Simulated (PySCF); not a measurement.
Radial density of C⁺ (carbon, charge +1)

M06-2X, [He] 2s2 2p1, 2P determinant. Computed with PySCF 2.14 in aug-cc-pVDZ-DK, with scalar relativity by spin-free X2C-1e.

```tsv
r (bohr)	4πr²ρ (e/bohr)	4πr²(ρα − ρβ)
0.00555	0.04752	0.0000
0.00933	0.1284	0.0001
0.0157	0.3325	0.0002
0.0264	0.8243	0.0006
0.0444	1.874	0.0015
0.0747	3.702	0.0037
0.126	5.744	0.0099
0.211	6.012	0.0352
0.355	3.377	0.1326
0.598	1.390	0.3751
1.01	2.021	0.6548
1.69	1.478	0.4533
2.85	0.2270	0.0708
4.79	0.004925	0.0031
8.05	1.334e-05	0.0000
```

Densities and radii are taken from the X2C orbitals without a picture-change correction, which distorts them close to the nucleus.
